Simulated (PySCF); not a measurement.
**Excitation energy of B⁺ by level of theory**

B⁺ [He] 2s2 (1S) → B⁺ [He] 2s1 2p1 (3P), as a difference of total energies. Calculation: PySCF 2.14, in aug-cc-pVTZ-DK (5s4p3d2f, 46 functions); the spin-free X2C one-electron Hamiltonian (Gaussian nucleus). Correlated levels: valence: 1s2 frozen. The calculations carry no spin-orbit coupling.

Question: Order these methods by the excitation energy they give, lowest first.
A. SCS-MP2 (valence)
B. r2SCAN
C. r2SCAN0
D. PBE0

Answer: B (3.628 eV), C (3.701 eV), D (3.952 eV), A (4.303 eV).

Errors of the correlated levels include the incompleteness of this basis and the frozen core.

For comparison: 4.631 eV (measured; NIST levels, between the centres of gravity of the two terms).
